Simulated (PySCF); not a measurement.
## Worked example: dipole moment from atomic charges

Si(Me)2 (C2H6Si), SMILES C[Si]C (connectivity only; charge and spin as stated), neutral, multiplicity 1. Atoms are numbered in the order given.

```xyz
9

Si     0.0000     0.0000     0.7548
C     -1.4357     0.0105    -0.4974
H     -2.3976     0.2700    -0.0541
H     -1.2514     0.6471    -1.3682
H     -1.5184    -1.0190    -0.8768
C      1.4357    -0.0105    -0.4974
H      1.2514    -0.6471    -1.3682
H      1.5184     1.0190    -0.8768
H      2.3976    -0.2700    -0.0541
```

Geometry optimised at B3LYP-D3(BJ)/def2-TZVP. The isomer is the one that the SMILES or the coordinates give; other isomers of the formula were not compared.

Charges (e) from PySCF with HF/def2-TZVPD:

```
atom  ESP fit     IAO
----  -------  ------
Si1    -0.352   0.617
C2      0.481  -0.703
H3     -0.118   0.134
H4     -0.127   0.128
H5     -0.060   0.133
C6      0.481  -0.703
H7     -0.127   0.128
H8     -0.060   0.133
H9     -0.118   0.134
```

The dipole moment of the full density is 1.40 D.

### Question
What dipole moment does each set of point charges give, and which comes closer to that of the density?

### Answer

μ = Σ q r, and 1 e Å = 4.8032 D.
ESP fit: Σ q r = (0.000, 0.000, -0.279) e Å, |μ| = 1.34 D.
IAO: Σ q r = (0.000, 0.000, 0.567) e Å, |μ| = 2.72 D.
ESP fit comes closer in size. Point charges leave out the atoms' own dipoles (lone pairs, polarised bonds); fits to the potential absorb them, partitions of the density don't.
